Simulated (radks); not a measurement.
Tb34+, configuration [Ar] 3d10 4s2 4p1. All-electron calculation, non-relativistic Kohn-Sham, LDA (Slater exchange, Perdew-Wang correlation), spin-unpolarised, spherical densities, point nucleus; relativity is left out, which matters for an element this heavy. Program: a radial shooting solver on a logarithmic mesh with Libxc functionals. Some entries of the table are withheld. Estimate them.

| orbital | occ. | eigenvalue (eV) | <r> (bohr) | <1/r> (bohr^-1) |
|---|---|---|---|---|
| 1s | 2 | (1) | 0.02335 | 64.42 |
| 2s | 2 | -9107.851 | 0.09914 | 15.02 |
| 2p | 6 | -8745.571 | 0.08401 | 15.04 |
| 3s | 2 | (2) | 0.2516 | 5.773 |
| 3p | 6 | -2828.673 | 0.2408 | 5.720 |
| 3d | 10 | -2533.906 | 0.2122 | 5.623 |
| 4s | 2 | -1429.537 | 0.5010 | 2.860 |
| 4p | 1 | -1362.128 | 0.4989 | 2.811 |
| 4d | 0 | -1244.248 | 0.4883 | (3) |
| 5s | 0 | -837.7739 | 0.8381 | (4) |

Answer. 
(1) 1s eigenvalue (eV): -49954.62
(2) 3s eigenvalue (eV): -2988.836
(3) 4d <1/r> (bohr^-1): 2.711
(4) 5s <1/r> (bohr^-1): 1.716
